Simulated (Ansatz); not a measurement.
Basis-set extrapolation for C2H4BF3O, SMILES `BOCC(F)(F)F` (PBE0-D4/def2-TZVP geometry, frozen core, Ansatz). Multiplicity 1, RHF reference.

```csv
,def2-TZVPP,def2-QZVPP
HF,-476.177402,-476.198590
MP2 correlation,-1.400033,-1.519449
CCSD(T) correlation,-1.475165,not run
```

Energies in hartree. Use E(X) = E(∞) + A·exp(−7.88·√X) for Hartree–Fock and E(X) = E(∞) + B·X^(−2.97) for correlation, with X = 3 and 4, and add CCSD(T) minus MP2 of the smaller set to the MP2 limit.

Question: What is the CCSD(T) energy at the basis-set limit?

Answer: HF limit: -476.198590 + (-0.021188) × 0.13774 = -476.20151. MP2 limit: -1.519449 + (-0.119416) × 0.74074 = -1.60791. Higher-order term: -1.475165 − (-1.400033) = -0.07513. Total: -477.88455 hartree, 609.1 kJ/mol below CCSD(T)/def2-TZVPP.
